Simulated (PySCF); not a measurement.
Compound: C₆H₁₀FPS.
SMILES with atom numbers: `[CH3:1][CH2:2][P@@:3]1(=[S:4])[CH:5]=[C:6]([F:7])[CH2:8][CH2:9]1`

Cartesian coordinates in Å at the GFN2-xTB level; atoms count from 1:
```
atom  x, y, z in Å
C1     1.828    1.006    0.155
C2     1.787   -0.507    0.291
P3     0.099   -1.257    0.221
S4     0.089   -3.184    0.402
C5    -0.921   -0.304    1.375
C6    -1.730    0.507    0.706
F7    -2.632    1.304    1.295
C8    -1.640    0.608   -0.784
C9    -0.774   -0.557   -1.266
H10    2.849    1.359    0.279
H11    1.477    1.321   -0.825
H12    1.208    1.478    0.914
H13    2.205   -0.827    1.251
H14    2.368   -1.000   -0.495
H15   -0.926   -0.453    2.441
H16   -2.643    0.579   -1.216
H17   -1.201    1.576   -1.047
H18   -1.389   -1.369   -1.661
H19   -0.064   -0.272   -2.044
```

Probes without a nucleus sit at each ring's centroid and 1 Å off its mean plane on both sides; NICS is minus the shielding there, NICSzz its component along the normal. Level: GIAO PBE0/pcSseg-1 (PySCF, non-relativistic, gas phase) on the GFN2-xTB geometry, one conformer.

Ring bond lengths (Å), with Mayer bond orders in brackets: P3–C5 1.811 (0.88), C5–C6 1.327 (1.80), C6–C8 1.497 (1.04), C8–C9 1.529 (1.00), C9–P3 1.861 (0.88).

Question: What do the NICS probes read (ppm)?

Answer: 
```csv
ring,type,NICS(0),"NICS(1), two faces","NICS(1)zz, two faces",rms pucker (Å),"centre to ring atoms, mean (Å)"
P3–C5–C6–C8–C9,"5-membered ring with P; formal bonds 1 double, 4 single",-5.3,-3.2 / -3.9,-1.7 / -4.7,0.07,1.36
```

Question: What can be read from them?

Answer: 
- P3–C5–C6–C8–C9: mean NICS(1)zz -3.2 ppm, shielded. P3, C8, C9 have four or more neighbours; no verdict on aromaticity is drawn. The two faces differ by 3.0 ppm, so no symmetry operation interchanges them.

Question: What field does 14.1 T along the ring normal induce along that normal at the second NICS(1) probe listed for ring P3–C5–C6–C8–C9, 1 Å off the ring?

Answer: NICSzz × B0 = -4.7 ppm × 14.1 T = -66 μT, against the applied field.

Question: What are the shieldings of the ring atoms and their hydrogens in the same run (means over atoms taken as equivalent)?

Answer: 
```tsv
atoms	environment	σ isotropic (ppm)
P3	phosphorus bonded to 3 C and S	265.6
C5	alkene CH carbon	78.3
C6	vinylic C–F carbon	4.7
C8	allylic carbon	153.3
C9	sp3 carbon bound to phosphorus	151.7
H15	vinylic hydrogen	26.42
H16	methylene hydrogen	28.97
H17	methylene hydrogen	29.13
H18	methylene hydrogen	29.48
H19	methylene hydrogen	29.46
```

Rough CPU time on one thread of a shared machine: about 1.9 min. This is the whole shielding run at PBE0/pcSseg-1, SCF included.
